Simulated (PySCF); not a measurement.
A GIAO shielding run with PySCF 2.14 (density fitting, non-relativistic, gas phase) on `N[SiH2][SiH2]NC=O`, CH$_{8}$N$_{2}$OSi$_{2}$:

```
$ OMP_NUM_THREADS=1 python probes_run.py task.json out

{"job": {"kind": "nmr", "xc": "PBE0", "basis": "pcSseg-1"}, "charge": 0, "multiplicity": 1}
N     -2.671896    -0.019287    -0.256175
Si    -1.148282     0.407509     0.470239
Si     0.345203    -0.571067    -0.990204
N      1.943906    -0.367812    -0.236247
C      2.099417     0.244148     0.937472
O      1.198863     0.723220     1.591380
H     -3.512726     0.167793     0.265576
H     -2.839614     0.188284    -1.227336
H     -1.282579    -0.211879     1.786764
H     -0.983476     1.867057     0.580280
H      0.343645    -2.021429    -1.247273
H      0.583996     0.026050    -2.319709
H      2.777995    -0.723477    -0.673355
H      3.144870     0.290417     1.296422
```

Hardware: 1 thread of an Intel Xeon, shared host. The job also computes population analyses, field gradients.

Problem. How large is the calculation?

Solution. 64 electrons, 156 basis functions and 850 auxiliary functions.

Problem. How long does it take, and how much memory does it need?

Solution. 47 s of wall time, with 14 SCF cycles and 5 response iterations; peak memory 0.72 GiB. Times on a shared host scatter by some tens of per cent.
